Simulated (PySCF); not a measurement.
Two species compared at the same levels of theory.

First species: C₅H₈OP₂.
InChI=1S/C5H8OP2/c6-8(7)4-2-1-3-5-8/h2-5H,1,7H2

Second species: C₃H₇FSi₂.
SMILES: `C#C[SiH2]C[SiH2]F`

Levels: wB97X-D/def2-SVPD for dipole moment, HOMO energy, LUMO energy, HOMO–LUMO gap, static isotropic polarisability and electronic spatial extent ⟨r²⟩ about the centre of nuclear charge; TDDFT wB97X-D/def2-SVPD for lowest singlet excitation; TDA wB97X-D/def2-SVPD for lowest triplet excitation (Tamm–Dancoff); GFN2-xTB for rotational constant A and rotational constant C. Geometries: GFN2-xTB. Each structure is a single optimised conformer of the isolated species, non-relativistic unless stated; the electronic structure was computed with PySCF and density fitting.

The conformers computed, where there is a choice (atom-mapped SMILES and torsion angles):
- `[O:1]=[P:2]1([PH2:3])[CH:4]=[CH:5][CH2:6][CH:7]=[CH:8]1`: H–P3–P2–O1 -154°, H–P3–P2–O1 -61°
- `[CH:1]#[C:2][SiH2:3][CH2:4][SiH2:5][F:6]`: C2–Si3–C4–Si5 -64°, Si3–C4–Si5–F6 -56°

Values for the first species:

| Property | Result |
| --- | --- |
| Dipole moment | 5.54 D |
| HOMO energy | -9.12 eV |
| LUMO energy | 0.53 eV |
| HOMO–LUMO gap | 9.65 eV |
| Lowest singlet excitation | 5.54 eV |
| Lowest triplet excitation (Tamm–Dancoff) | 4.26 eV |
| Static isotropic polarisability | 105.0 au |
| Electronic spatial extent ⟨r²⟩ about the centre of nuclear charge | 1229 bohr² |
| Rotational constant A | 2.102 GHz |
| Rotational constant C | 1.135 GHz |

Problem. Estimate the same properties for the second species, and the change in each.

Solution. 
| property | first | second | second less first |
| --- | --- | --- | --- |
| dipole moment | 5.54 D | 2.01 D | -3.53 D |
| HOMO energy | -9.12 eV | -10.15 eV | -1.03 eV |
| LUMO energy | 0.53 eV | 1.53 eV | +1.00 eV |
| HOMO–LUMO gap | 9.65 eV | 11.68 eV | +2.03 eV |
| lowest singlet excitation | 5.54 eV | 6.20 eV | +0.66 eV |
| lowest triplet excitation (Tamm–Dancoff) | 4.26 eV | 5.18 eV | +0.92 eV |
| static isotropic polarisability | 105.0 au | 83.8 au | -21.2 au |
| electronic spatial extent ⟨r²⟩ about the centre of nuclear charge | 1229 bohr² | 1105 bohr² | -124 bohr² |
| rotational constant A | 2.102 GHz | 3.469 GHz | +1.367 GHz |
| rotational constant C | 1.135 GHz | 1.099 GHz | -0.036 GHz |

On the first: S1 lies 4.11 eV below the HOMO–LUMO gap; its leading configuration is HOMO→LUMO, weight 0.88. The dipole matches unit charges of opposite sign 1.15 Å apart (1 e·Å = 4.8032 D).

On the second: The principal polarisabilities are 68.8, 84.9 and 97.8 au; their mean is the isotropic value. The 8 singlets span 6.20 to 8.27 eV, and their oscillator strengths add up to 0.35.
